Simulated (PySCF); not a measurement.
Core-level binding energies of `B[AsH]CCC`

Species: C3H10AsB.
SMILES with atom numbers: `[BH2:1][AsH:2][CH2:3][CH2:4][CH3:5]`

Structure used (PBE0-D3(BJ)/def2-SVP), in Å, numbered top down from 1:
```
atom  x, y, z in Å
B1     2.486   -0.903   -0.438
As2    1.628    0.854   -0.215
C3    -0.242    0.606   -0.778
C4    -1.035   -0.448   -0.019
C5    -2.484   -0.537   -0.478
H6     3.398   -1.221    0.284
H7     2.219   -1.572   -1.408
H8     1.467    0.931    1.292
H9    -0.730    1.592   -0.704
H10   -0.188    0.365   -1.852
H11   -0.542   -1.428   -0.140
H12   -1.000   -0.226    1.061
H13   -3.037   -1.303    0.087
H14   -2.550   -0.796   -1.546
H15   -3.007    0.423   -0.337
```

Computed with delta-SCF UKS SCAN, pcX-2 on the ionised atom, pcseg-1 elsewhere, spin-free X2C (PySCF 2.14.0). Binding energies are ΔSCF values: E(core-ionised, relaxed orbitals) − E(ground state) at a fixed geometry, referred to the vacuum level.

Question: What binding energy does each computed site have?

Answer: 
```tsv
atom(s)	environment	level	binding energy (eV)	above the level's lowest (eV)	count
C4	chain CH2 carbon	C 1s	290.70	+0.19	1
C5	methyl carbon	C 1s	290.62	+0.11	1
C3	chain CH2 carbon	C 1s	290.51	0.00	1
```

The 3 C 1s values lie within 0.19 eV of each other; Gaussian lines of 0.5 eV full width would blend them into one maximum.

Question: What is the longest wavelength that can ionise C 1s of C4 vertically?

Answer: λ = hc/E = 12398.42 eV Å / 290.70 eV = 42.650 Å.

Not every level is listed. No level of arsenic or boron is listed. Isolated species at its PBE0-D3(BJ)/def2-SVP geometry (one conformer only).
